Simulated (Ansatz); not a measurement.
`CB1[SiH2]S1` → `B1[SiH2]S1` + `[CH2]` (triplet) at 500 K and 1 bar (formal loss of a carbene).

Gas-phase electronic energies from Ansatz, PBE0-D4/def2-TZVP geometries. CBS: MP2 limit from def2 TZ/QZ plus the TZ coupled-cluster correction, frozen cores. This one scheme is used for every species. Triplets are unrestricted, without spin–orbit coupling.

```
          species  CCSD(T)/CBS energy (Eh)  H − E (kJ/mol)  S (J/(mol·K))
    `CB1[SiH2]S1`               -752.73358           194.9          377.2
     `B1[SiH2]S1`               -713.45359           109.5          317.2
`[CH2]` (triplet)                -39.09499            62.7          213.9
```

H − E and S are ideal-gas, rigid-rotor, harmonic terms from PBE0-D4/def2-TZVP, with the whole ground term of open shells counted as degenerate. 1 Eh = 2625.50 kJ/mol, R = 8.31446 J/(mol·K).

**Question.** By hand: ΔE, ΔH, ΔS and ΔG.

**Answer.** ΔE = (-713.45359) + (-39.09499) − (-752.73358) = 0.18500 Eh = 485.7 kJ/mol. Δ(H − E) = 109.5 + 62.7 − 194.9 = -22.7, so ΔH = 463.0 kJ/mol. ΔS = 317.2 + 213.9 − 377.2 = 153.9 J/(mol·K). ΔG = 463.0 − 500 × (153.9)/1000 = 386.1 kJ/mol.

**Question.** By hand: the equilibrium constant, and the temperature at which ΔG would vanish if ΔH and ΔS stayed fixed.

**Answer.** log₁₀ K = −ΔG/(RT ln 10) = -40.3. ΔG = 0 at ΔH/ΔS = 3008 K, far beyond where these terms or the molecules hold.

The number of gas molecules changes by +1, which sets the sign of ΔS. A doubt of 5 kJ/mol in ΔE shifts log₁₀ K by 0.5 here. A triplet takes part, so the spin changes. These are equilibria of isolated gas molecules and say nothing of rates. Largest T1 diagnostic: 0.017 (customary marks: 0.02 for closed shells, 0.045 for open ones).
